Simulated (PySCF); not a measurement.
PySCF 2.14 output of a UHF calculation on a single atom or ion in x2c-TZVPPall with one added diffuse shell each of s, p, d type (12s8p8d3f1g, 106 functions), with the spin-free X2C one-electron Hamiltonian (Gaussian nucleus):

```
SCF conv_tol = 1e-09
number electrons alpha = 29  beta = 27
cycle= 1 E= -8489.08066704304  delta_E= -0.00326  |g|= 0.0185  |ddm|= 0.0615
cycle= 2 E= -8489.08097529268  delta_E= -0.000308  |g|= 0.00711  |ddm|= 0.0198
cycle= 3 E= -8489.08105132291  delta_E= -7.6e-05  |g|= 0.00183  |ddm|= 0.0182
cycle= 4 E= -8489.08107079349  delta_E= -1.95e-05  |g|= 0.00136  |ddm|= 0.0127
cycle= 5 E= -8489.08108199616  delta_E= -1.12e-05  |g|= 0.00133  |ddm|= 0.00764
cycle= 6 E= -8489.08108752217  delta_E= -5.53e-06  |g|= 0.00134  |ddm|= 0.00372
cycle= 7 E= -8489.08089029495  delta_E= 0.000197  |g|= 0.00133  |ddm|= 0.151
cycle= 8 E= -8489.08086244808  delta_E= 2.78e-05  |g|= 0.0013  |ddm|= 0.0264
cycle= 9 E= -8489.08073102558  delta_E= 0.000131  |g|= 0.00218  |ddm|= 0.183
cycle= 10 E= -8489.08072972805  delta_E= 1.3e-06  |g|= 0.00265  |ddm|= 0.00454
cycle= 11 E= -8489.08071550182  delta_E= 1.42e-05  |g|= 0.00184  |ddm|= 0.111
cycle= 12 E= -8489.08071776138  delta_E= -2.26e-06  |g|= 0.000756  |ddm|= 0.00989
cycle= 13 E= -8489.08071804284  delta_E= -2.81e-07  |g|= 3.12e-05  |ddm|= 0.0101
cycle= 14 E= -8489.08071804347  delta_E= -6.29e-10  |g|= 1.4e-05  |ddm|= 0.000361
converged SCF energy = -8489.08071804347  <S^2> = 2.0061034  2S+1 = 3.0040662
```

The run itself started from symmetry-adapted Hartree-Fock orbitals and held the occupation by maximum overlap, so the iterations belong to that start.

Problem. Which element, charge and spin multiplicity is this?

Solution. La⁺ (lanthanum, charge +1), multiplicity 3; the state was [Xe] 5d1 6s1, high-spin 3D determinant (an excited configuration).

Spin-orbit coupling, absent here, splits the open shell strongly.
